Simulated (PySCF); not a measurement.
UHF on Co⁺ (cobalt, charge +1)

Configuration: [Ar] 3d8, high-spin 3F determinant. All numbers are calculated (PySCF 2.14, the spin-free X2C one-electron Hamiltonian (Gaussian nucleus), in aug-cc-pVTZ-DK (8s7p5d3f2g, 93 functions)).

```json
{
  "Total energy": "-1391.576891 hartree",
  "One-electron energy": "-1924.4864 hartree",
  "Hartree (Coulomb) energy": "591.5747 hartree",
  "Exchange energy": "-58.6652 hartree",
  "⟨S²⟩": "2.0053",
  "⟨L²⟩": "12.031",
  "Sum of ⟨r⟩": "17.29 bohr",
  "Sum of ⟨r²⟩": "19.70 bohr²",
  "Langevin diamagnetic susceptibility": "-15.6 ×10⁻⁶ cm³/mol"
}
```

```tsv
shell	electrons	mean orbital energy (hartree)	spread (hartree)	rms radius, mean of both spins (bohr)
1s α	1	-285.86857	0	0.0648
1s β	1	-285.86760	0	0.0648
2s α	1	-35.56286	0	0.276
2s β	1	-35.50046	0	0.276
2p α	3	-30.33856	0	0.249
2p β	3	-30.27651	0	0.249
3s α	1	-4.79217	0	0.838
3s β	1	-4.61109	0	0.838
3p α	3	-3.23730	0	0.899
3p β	3	-3.01876	0	0.899
3d α	5	-0.76512	0.05082	1.27
3d β	3	-0.67522	0	1.27
```

Densities and radii are taken from the X2C orbitals without a picture-change correction, which distorts them close to the nucleus.

Spin-orbit constants ζ (cm⁻¹) from the X2C one-electron operator on these orbitals: bare nucleus, nucleus screened by l(l+1)(2l+1)/3 electrons, and screened by the Breit-Pauli mean field of the electrons.

```csv
shell,bare,screened nucleus,mean field
2p,83870,77650,74860
3p,10040,9297,8899
3d,871.8,548.9,492.8
```

To first order the Landé constant is A = -246.4 cm⁻¹, so the lowest level has J = 4 and lies 0.0916 eV below the centre of the term. This holds in LS coupling only.
